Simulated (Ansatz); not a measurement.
This geometry of CH$_{2}$FOSi (6 atoms, charge 0, multiplicity 2) is a first-order saddle point.

Method: UKS B3LYP/def2-SVP in Ansatz 0.2.0.

```xyz
6
Properties=species:S:1:pos:R:3
O 1.937 -1.003 0.201
Si 0.838 -0.077 -0.346
C -0.846 0.149 0.417
F -1.828 -0.698 0.081
H 1.034 0.768 -1.555
H -1.135 0.860 1.202
```

(1) Which two structures does it join? (They come from a converged band through this point; their orientation in space is the band's.)

(2) How far does it lie above each of them?

Results:

(1) No bond is made or broken. The dihedral O1–Si2–C3–F4 goes from -180 to 0°.

Image 0:

```xyz
6
Properties=species:S:1:pos:R:3
O 2.124 -0.404 0.464
Si 0.845 -0.084 -0.335
C -0.806 0.063 0.448
F -1.876 0.339 -0.293
H 0.746 0.142 -1.799
H -1.033 -0.056 1.516
```

Image 6:

```xyz
6
Properties=species:S:1:pos:R:3
O 2.106 -0.408 0.512
Si 0.850 -0.087 -0.320
C -0.862 0.093 0.313
F -1.159 -0.048 1.595
H 0.806 0.131 -1.789
H -1.741 0.320 -0.310
```

(2) 10.1 kcal/mol above the first and 9.2 kcal/mol above the second. This is the barrier of this one path; another mechanism may lie lower.

The run took 2.4 min on 1 thread of Arm Neoverse V2, with other jobs on the host, peak memory 0.24 GiB.
